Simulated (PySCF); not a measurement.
# Ionisation energy of Cu²⁺ by level of theory

Cu²⁺ [Ar] 3d9 (2D) → Cu³⁺ [Ar] 3d8 (3F), as a difference of total energies. All numbers are calculated (PySCF 2.14, the spin-free X2C one-electron Hamiltonian (Gaussian nucleus), in x2c-TZVPPall with one added diffuse shell each of s, p, d, f type (7s6p5d3f1g, 80 functions)). Correlated levels: valence: [Ar] frozen. The calculations carry no spin-orbit coupling.

```csv
method,ionisation energy (eV),difference from reference (eV)
UHF,34.004,-2.837
MP2 (valence),36.679,-0.162
SCS-MP2 (valence),36.435,-0.406
CCSD (valence),36.219,-0.622
CCSD(T) (valence),36.317,-0.524
```

Reference: 36.841 ± 0.012 eV (measured; NIST Atomic Spectra Database, ionization energies).

The reference lies between the lowest fine-structure levels, while these numbers refer to the centres of the terms.

Errors of the correlated levels include the incompleteness of this basis and the frozen core.
